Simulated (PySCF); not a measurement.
Coordinates in bohr (charge 0 multiplicity 4):
```
Re   -0.1021    0.0000   -0.2118
N    -2.9522    0.0000    1.0275
F     3.1797    0.0000    1.2854
```

Method: UPBE0 in PySCF with Re def2-TZVP with ECP60, N def2-TZVP, F def2-TZVP; scalar-relativistic core potentials, no spin–orbit coupling; density-fitted integrals.

This geometry of FReN is a stationary point at this level.

**Question.** What is the point group?

**Answer.** Cs.

**Question.** Is it a minimum?

**Answer.** Yes: all harmonic wavenumbers are real.

**Question.** List the harmonic modes with their infrared intensities.

**Answer.** 
```json
{"symmetry": "a'", "ω (cm⁻¹)": "192", "IR (km/mol)": "3.5"}
{"symmetry": "a'", "ω (cm⁻¹)": "623", "IR (km/mol)": "127"}
{"symmetry": "a'", "ω (cm⁻¹)": "1149", "IR (km/mol)": "68.0"}
```

**Question.** Give the ideal-gas entropy at 298.15 K and 1 bar by parts.

**Answer.** translation 176.1, rotation 97.4, vibration 11.2, spin 11.5; total 296.2 J/(mol K).

Only a few start shapes were tried, so a lower isomer may exist. Open d and f shells are described by one determinant, and the ground state may have another occupation or spin. With an element this heavy the missing spin–orbit coupling can shift these numbers.
